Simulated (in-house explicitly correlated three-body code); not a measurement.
Computed with an exponentially correlated three-body code. Model: two electrons around a point charge, non-relativistic, variational in 260 exponentially correlated functions (energies converged to about 1e-7 hartree, or 1e-8 relative for large Z).

Command:
```bash
python run_hyl.py task.json out
```
Settings (lengths in bohr, energies in hartree):
```
Z                      20
screening              16
interaction_strength   1
functions              260
states_tried           1
```

Time taken, with all properties: 4.3 s on 1 thread of Intel(R) Xeon(R) 6975P-C (Granite Rapids), with other jobs on the host.

**Ground state only, binding against the one-electron ion.**

Given: nuclear charge 20; Yukawa screening of all interactions 16 1/bohr.

Computed: one-electron threshold -17.8817218 hartree.

| term | energy (hartree) | binding (eV) |
| --- | --- | --- |
| 1 1S | -34.0109881 | 438.9 |

**Converged states only, values per electron or pair (inverse distances are <exp(-kr)/r>).**

```tsv
term	mean r (bohr)	mean r squared (bohr²)	mean inverse r (1/bohr)	mean r12 (bohr)	mean inverse r12 (1/bohr)	mean cosine	mean p1 dot p2 (bohr⁻²)	delta r1 (bohr⁻³)	delta r12 (bohr⁻³)
1 1S	0.13178	0.02623	5.3815	0.19764	1.6841	-0.0038531	0.65713	1120.3	85.615
```
